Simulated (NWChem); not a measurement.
**Electron attachment to O₄Ru**

SMILES: [O]=[Ru](=[O])(=[O])=[O]
```xyz
5

Ru     0.0000     0.0000     0.0000
O      0.0000     1.3708    -0.9693
O      0.0000    -1.3708    -0.9693
O     -1.3708     0.0000     0.9693
O      1.3708     0.0000     0.9693
```
Charge 0, spin multiplicity 1.

Everything below was run with NWChem. All single points use one geometry, from B3LYP/def2-SVP with def2 effective core potentials on Ru, a minimum by its harmonic frequencies.

Basis set: def2-SVPD. −ε marks an orbital energy of the parent. The basis adds only a small set of diffuse functions.

Effective core potentials replace the inner electrons of Ru; spin-orbit coupling is left out. B3LYP has NWChem's definition, with VWN1-RPA local correlation. The structure started from a generated list of species.

**Question.** One of these methods gave a vertical electron affinity of 5.56 eV. Which?
A. −ε(LUMO) of HF
B. −ε(LUMO) of B3LYP
C. −ε(LUMO) of M06-2X
D. −ε(LUMO) of PBE

**Answer.** B, −ε(LUMO) of B3LYP. The others give 2.91 (−ε(LUMO) of HF), 5.75 (−ε(LUMO) of PBE), 4.71 (−ε(LUMO) of M06-2X).
